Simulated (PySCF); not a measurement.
C5H8FN.
SMILES: `C=NC(CCF)=C`

Jobs on this species (15 atoms, 54 electrons) with PySCF (density fitting). Hardware of each: one thread, Arm Neoverse V1 (aarch64), no GPU, on a shared host. Times come from a shared host and carry two figures at best. Peak memory is the resident size of the whole Python process, interpreter and libraries included.

```tsv
level and settings	work	basis functions	SCF cycles	wall time	peak memory
PBE0/pcSseg-1	shieldings, charges and field gradients, density and orbital grids written	159	?	?	?
PBE0/pcSseg-1	shieldings, charges and field gradients	159	14	18 s	0.74 GiB
PBE0/IGLO-II, grid level 1, energy threshold 1e-07 Eh	1 singlet by full TDDFT, 2 Tamm–Dancoff triplets, polarisability	202	9	15 s	0.80 GiB
PBE0/def2-SVPD	6 singlets by full TDDFT, 2 Tamm–Dancoff triplets, polarisability, density and orbital grids written	207	14	33 s	0.99 GiB
```

Q: Fill in the missing figures.

A: 
- PBE0/pcSseg-1; shieldings, charges and field gradients, density and orbital grids written: 22 s, 0.72 GiB, 14 SCF cycles

Q: What do all jobs in the table cost together?

A: About 88 s; the longest takes about 38 % of that, and about 2.2 times as long as the shortest.
